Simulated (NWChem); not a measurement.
System: hexafluoroethane (C₂F₆); SMILES FC(F)(F)C(F)(F)F

Here is an NWChem input.

```
start job
memory heap 200 mb stack 900 mb global 1100 mb
geometry units angstroms noautoz
  F      0.898014    -0.863234     1.218485
  C      0.000000     0.000000     0.771040
  F      0.298576     1.209320     1.218485
  F     -1.196590    -0.346085     1.218485
  C      0.000000     0.000000    -0.771038
  F      1.194582     0.352955    -1.218483
  F     -0.291623    -1.211016    -1.218483
  F     -0.902959     0.858061    -1.218483
end
basis spherical
  * library def2-tzvpd
end
dft
  xc slater vwn_5
  iterations 150
  semidirect filesize 400000000
  mulliken
end
task dft energy
```

Excerpt of the output:

```
             Northwest Computational Chemistry Package (NWChem) 7.3.0
             --------------------------------------------------------

 C3  symmetry detected

                             Geometry "geometry" -> ""
                             -------------------------

 Output coordinates in angstroms (scale by  1.889725989 to convert to a.u.)

  No.       Tag          Charge          X              Y              Z
 ---- ---------------- ---------- -------------- -------------- --------------
    1 F                    9.0000    -0.48632696     1.14677305    -1.21848400
    2 C                    6.0000     0.00000000    -0.00000000    -0.77103900
    3 F                    9.0000     1.23629807    -0.15221502    -1.21848400
    4 F                    9.0000    -0.74997112    -0.99455803    -1.21848400
    5 C                    6.0000     0.00000000     0.00000000     0.77103900
    6 F                    9.0000     0.75567332     0.99023301     1.21848400
    7 F                    9.0000    -1.23540360     0.15931578     1.21848400
    8 F                    9.0000     0.47973029    -1.14954880     1.21848400

 Effective nuclear repulsion energy (a.u.)     465.0062607023

      Symmetry information
      --------------------

 Group name             C3
 Group number              5
 Group order               3
 No. of unique centers     4

                                 NWChem DFT Module
                                 -----------------

 Summary of "ao basis" -> "ao basis" (spherical)
 ------------------------------------------------------------------------------
       Tag                 Description            Shells   Functions and Types
 ---------------- ------------------------------  ------  ---------------------
 F                         def2-tzvpd               14       40   6s4p3d1f
 C                         def2-tzvpd               13       37   6s3p3d1f

      Symmetry analysis of basis
      --------------------------

        a         110
        e+        102
        e-        102

  Rotation of axis

            General Information
            -------------------
          SCF calculation type: DFT
          Wavefunction type:  closed shell.
          No. of atoms     :     8
          No. of electrons :    66
           Alpha electrons :    33
            Beta electrons :    33
          Charge           :     0
          Spin multiplicity:     1
          Use of symmetry is: on ; symmetry adaption is: on
          Maximum number of iterations: 150
          AO basis - number of functions:   314
                     number of shells:   110
          Convergence on energy requested:  1.00D-06
          Convergence on density requested:  1.00D-05
          Convergence on gradient requested:  5.00D-04

              XC Information
              --------------
                        Slater Exchange Functional  1.000 local
                      VWN V Correlation Functional  1.000 local

             Grid Information
             ----------------
          Grid used for XC integration:  medium
          Radial quadrature: Mura-Knowles
          Angular quadrature: Lebedev.
          Tag              B.-S. Rad. Rad. Pts. Rad. Cut. Ang. Pts.
          ---              ---------- --------- --------- ---------
          F                   0.50       49          12.0       434
          C                   0.70       49          11.0       434
          Grid pruning is: on
          Number of quadrature shells:   196
          Spatial weights used:  Erf1

      Superposition of Atomic Density Guess
      -------------------------------------

 Sum of atomic energies:        -671.85221975

      Non-variational initial energy
      ------------------------------

 Total energy =    -674.354620
 1-e energy   =   -1863.544605
 2-e energy   =     724.183725
 HOMO         =      -0.395269
 LUMO         =       0.061950

      Symmetry analysis of molecular orbitals - initial
      -------------------------------------------------

  Numbering of irreducible representations:

     1 a           2 e+          3 e-

  Orbital symmetries:

     1 a           2 a           3 e+          4 e+          5 e+
     6 e+          7 a           8 a           9 a          10 a
    11 e+         12 e+         13 e+         14 e+         15 a
    16 a          17 a          18 e+         19 e+         20 e+
    21 e+         22 a          23 e+         24 e+         25 e+
    26 e+         27 e+         28 e+         29 e+         30 e+
    31 a          32 a          33 a          34 a          35 e+
    36 e+         37 a          38 e+         39 e+         40 e+
    41 e+         42 a          43 e+

------------------------------------------------------------
EAF file 0: "./job.aoints.0" size=2761424896 bytes
------------------------------------------------------------
               write      read    awrite     aread      wait
               -----      ----    ------     -----      ----
     calls:     5267         0         0         0         0
   data(b): 2.76e+09  0.00e+00  0.00e+00  0.00e+00
   time(s): 0.00e+00  0.00e+00  0.00e+00  0.00e+00  0.00e+00
rate(mb/s): 0.00e+00  0.00e+00
------------------------------------------------------------

     ---------------------------------------------
      Total Density - Mulliken Population Analysis
     ---------------------------------------------

    Atom       Charge   Shell Charges
 -----------   ------   -------------------------------------------------------
    1 F    9     9.42   0.77  1.20  0.61  1.00  0.32  0.03  2.33  2.31  0.83  0.01  0.00  0.01  0.00  0.00
    2 C    6     4.73   0.85  1.13  0.47  0.54  0.10  0.02  0.77  0.74 -0.22  0.06  0.20  0.04  0.03
    3 F    9     9.42   0.77  1.20  0.61  1.00  0.32  0.03  2.33  2.31  0.83  0.01  0.00  0.01  0.00  0.00
    4 F    9     9.42   0.77  1.20  0.61  1.00  0.32  0.03  2.33  2.31  0.83  0.01  0.00  0.01  0.00  0.00
    5 C    6     4.74   0.85  1.13  0.47  0.54  0.10  0.02  0.77  0.74 -0.22  0.06  0.20  0.04  0.03
    6 F    9     9.42   0.77  1.20  0.61  1.00  0.32  0.03  2.33  2.31  0.83  0.01  0.00  0.01  0.00  0.00
    7 F    9     9.42   0.77  1.20  0.61  1.00  0.32  0.03  2.33  2.31  0.83  0.01  0.00  0.01  0.00  0.00
    8 F    9     9.42   0.77  1.20  0.61  1.00  0.32  0.03  2.33  2.31  0.83  0.01  0.00  0.01  0.00  0.00

   convergence    iter        energy       DeltaE   RMS-Dens  Diis-err
 ---------------- ----- ----------------- --------- --------- ---------
 d= 0,ls=0.0,diis     1   -670.7489286789 -1.14D+03  1.29D-02  7.58D+00
 d= 0,ls=0.0,diis     2   -669.7124399727  1.04D+00  7.00D-03  1.94D+01
 d= 0,ls=0.0,diis     3   -671.1179359741 -1.41D+00  8.78D-04  6.72D-01
 d= 0,ls=0.0,diis     4   -671.1593288766 -4.14D-02  4.40D-04  6.77D-02
 d= 0,ls=0.0,diis     5   -671.1639050843 -4.58D-03  7.68D-05  9.04D-04
  Resetting Diis
 d= 0,ls=0.0,diis     6   -671.1639923654 -8.73D-05  7.89D-06  1.57D-05
 d= 0,ls=0.0,diis     7   -671.1639935633 -1.20D-06  1.44D-06  2.66D-07
 d= 0,ls=0.0,diis     8   -671.1639935460  1.73D-08  8.57D-07  5.52D-07

         Total DFT energy =     -671.163993545969
      One electron energy =    -1861.821872608323
           Coulomb energy =      794.670468117533
    Exchange-Corr. energy =      -69.018849757498
 Nuclear repulsion energy =      465.006260702319

 Numeric. integr. density =       66.000000068552

                  Occupations of the irreducible representations
                  ----------------------------------------------

                     irrep           alpha         beta
                     --------     --------     --------
                     a                13.0         13.0
                     e+               20.0         20.0
                     e-                0.0          0.0

                       DFT Final Molecular Orbital Analysis
                       ------------------------------------

 Vector   31  Occ=2.000000D+00  E=-3.971364D-01  Symmetry=a
              MO Center=  1.6D-14,  1.9D-14,  2.4D-06, r^2= 3.5D+00
   Bfn.  Coefficient  Atom+Function         Bfn.  Coefficient  Atom+Function
  ----- ------------  ---------------      ----- ------------  ---------------
    85     -0.218427  3 F  py               242     -0.218252  7 F  py
     7      0.202575  1 F  px               281      0.203119  8 F  px
   124     -0.175751  4 F  px               201     -0.174904  6 F  px
    88     -0.171840  3 F  py               245     -0.171701  7 F  py
    10      0.159367  1 F  px               284      0.159798  8 F  px

 Vector   32  Occ=2.000000D+00  E=-3.897052D-01  Symmetry=a
              MO Center=  2.0D-14,  6.2D-15, -2.4D-06, r^2= 3.5D+00
   Bfn.  Coefficient  Atom+Function         Bfn.  Coefficient  Atom+Function
  ----- ------------  ---------------      ----- ------------  ---------------
    85     -0.221272  3 F  py               242      0.221124  7 F  py
     7      0.205274  1 F  px               281     -0.205732  8 F  px
   124     -0.177980  4 F  px               201      0.177266  6 F  px
    88     -0.174529  3 F  py               245      0.174412  7 F  py
    10      0.161911  1 F  px               284     -0.162271  8 F  px

 Vector   33  Occ=2.000000D+00  E=-3.582104D-01  Symmetry=a
              MO Center=  4.9D-16,  1.8D-14,  3.7D-07, r^2= 2.8D+00
   Bfn.  Coefficient  Atom+Function         Bfn.  Coefficient  Atom+Function
  ----- ------------  ---------------      ----- ------------  ---------------
    49     -0.203147  2 C  pz               166      0.203147  5 C  pz
     9      0.187198  1 F  pz                86      0.187198  3 F  pz
   126      0.187198  4 F  pz               203     -0.187198  6 F  pz
   243     -0.187198  7 F  pz               283     -0.187198  8 F  pz
    12      0.146180  1 F  pz                89      0.146180  3 F  pz

 Vector   34  Occ=0.000000D+00  E=-6.198020D-03  Symmetry=a
              MO Center= -5.0D-13, -3.1D-12, -6.3D-07, r^2= 1.1D+01
   Bfn.  Coefficient  Atom+Function         Bfn.  Coefficient  Atom+Function
  ----- ------------  ---------------      ----- ------------  ---------------
    45      1.874040  2 C  s                162      1.874016  5 C  s
    46      1.737272  2 C  s                163      1.737229  5 C  s
     6     -1.010957  1 F  s                 83     -1.010957  3 F  s
   123     -1.010957  4 F  s                200     -1.010946  6 F  s
   240     -1.010946  7 F  s                280     -1.010946  8 F  s

 Vector   35  Occ=0.000000D+00  E= 6.528588D-03  Symmetry=e+
              MO Center=  1.6D-03, -7.8D-04,  1.3D-06, r^2= 5.6D+00
   Bfn.  Coefficient  Atom+Function         Bfn.  Coefficient  Atom+Function
  ----- ------------  ---------------      ----- ------------  ---------------
   123      1.031561  4 F  s                200     -1.031733  6 F  s
    54      0.602659  2 C  py                83     -0.601293  3 F  s
   171      0.602301  5 C  py               240      0.599670  7 F  s
    53      0.553761  2 C  px               170      0.554123  5 C  px
     6     -0.430268  1 F  s                280      0.432062  8 F  s

 Vector   36  Occ=0.000000D+00  E= 6.528588D-03  Symmetry=e+
              MO Center= -1.6D-03,  7.8D-04,  1.3D-06, r^2= 5.6D+00
   Bfn.  Coefficient  Atom+Function         Bfn.  Coefficient  Atom+Function
  ----- ------------  ---------------      ----- ------------  ---------------
     6      0.942729  1 F  s                280     -0.941891  8 F  s
    83     -0.843987  3 F  s                240      0.845122  7 F  s
    53      0.602659  2 C  px               170      0.602301  5 C  px
    54     -0.553761  2 C  py               171     -0.554123  5 C  py
    17     -0.356675  1 F  py               291     -0.357080  8 F  py

------------------------------------------------------------
EAF file 0: "./job.aoints.0" size=3200253952 bytes
------------------------------------------------------------
               write      read    awrite     aread      wait
               -----      ----    ------     -----      ----
     calls:     6104         7         0     42721     42721
   data(b): 3.20e+09  3.67e+06  0.00e+00  2.24e+10
   time(s): 0.00e+00  0.00e+00  0.00e+00  0.00e+00  0.00e+00
rate(mb/s): 0.00e+00  0.00e+00
------------------------------------------------------------

     ---------------------------------------------
      Total Density - Mulliken Population Analysis
     ---------------------------------------------

    Atom       Charge   Shell Charges
 -----------   ------   -------------------------------------------------------
    1 F    9     9.23   0.76  1.20  0.62  0.95  0.41  0.07  2.29  2.04  0.85  0.02  0.00  0.01 -0.00  0.00
    2 C    6     5.30   0.84  1.13  0.53  0.62  0.04  0.03  1.23  0.84 -0.48  0.07  0.34  0.08  0.04
    3 F    9     9.23   0.76  1.20  0.62  0.95  0.41  0.07  2.29  2.04  0.85  0.02  0.00  0.01 -0.00  0.00
    4 F    9     9.23   0.76  1.20  0.62  0.95  0.41  0.07  2.29  2.04  0.85  0.02  0.00  0.01 -0.00  0.00
    5 C    6     5.30   0.84  1.13  0.53  0.62  0.04  0.03  1.23  0.84 -0.48  0.07  0.34  0.08  0.04
    6 F    9     9.23   0.76  1.20  0.62  0.95  0.41  0.07  2.29  2.04  0.85  0.02  0.00  0.01 -0.00  0.00
    7 F    9     9.23   0.76  1.20  0.62  0.95  0.41  0.07  2.29  2.04  0.85  0.02  0.00  0.01 -0.00  0.00
    8 F    9     9.23   0.76  1.20  0.62  0.95  0.41  0.07  2.29  2.04  0.85  0.02  0.00  0.01 -0.00  0.00

     -------------------------------------------
      Total Density - Lowdin Population Analysis
     -------------------------------------------

    Atom       Charge   Shell Charges
 -----------   ------   -------------------------------------------------------
    1 F    9     8.78   0.85  1.11  0.57  0.62  0.29  0.08  2.13  2.03  0.77  0.11  0.00  0.02  0.19  0.00
    2 C    6     6.66   0.90  1.04  0.30  0.19  0.09  0.06  1.02  0.89  0.32  0.12  1.01  0.45  0.27
    3 F    9     8.78   0.85  1.11  0.57  0.62  0.29  0.08  2.13  2.03  0.77  0.11  0.00  0.02  0.19  0.00
    4 F    9     8.78   0.85  1.11  0.57  0.62  0.29  0.08  2.13  2.03  0.77  0.11  0.00  0.02  0.19  0.00
    5 C    6     6.66   0.90  1.04  0.30  0.19  0.09  0.06  1.02  0.89  0.32  0.12  1.01  0.45  0.27
    6 F    9     8.78   0.85  1.11  0.57  0.62  0.29  0.08  2.13  2.03  0.77  0.11  0.00  0.02  0.19  0.00
    7 F    9     8.78   0.85  1.11  0.57  0.62  0.29  0.08  2.13  2.03  0.77  0.11  0.00  0.02  0.19  0.00
    8 F    9     8.78   0.85  1.11  0.57  0.62  0.29  0.08  2.13  2.03  0.77  0.11  0.00  0.02  0.19  0.00

     Multipole analysis of the density
     ---------------------------------

     L   x y z        total         alpha         beta         nuclear
     -   - - -        -----         -----         ----         -------
     0   0 0 0      0.000000    -33.000000    -33.000000     66.000000

     1   1 0 0      0.000000      0.000000      0.000000      0.000000
     1   0 1 0      0.000000      0.000000      0.000000      0.000000
     1   0 0 1     -0.000001     -0.000000     -0.000000     -0.000000

     2   2 0 0    -31.184926    -90.394262    -90.394262    149.603597
     2   1 1 0      0.000000      0.000000      0.000000      0.000000
     2   1 0 1      0.000000      0.000000      0.000000     -0.000000
     2   0 2 0    -31.184926    -90.394262    -90.394262    149.603597
     2   0 1 1     -0.000000     -0.000000     -0.000000      0.000000
     2   0 0 2    -30.986652   -171.384549   -171.384549    311.782446
```

Level: LDA (Slater exchange, VWN5)/def2-TZVPD. Geometry: optimised at PBE0/def2-SVP.
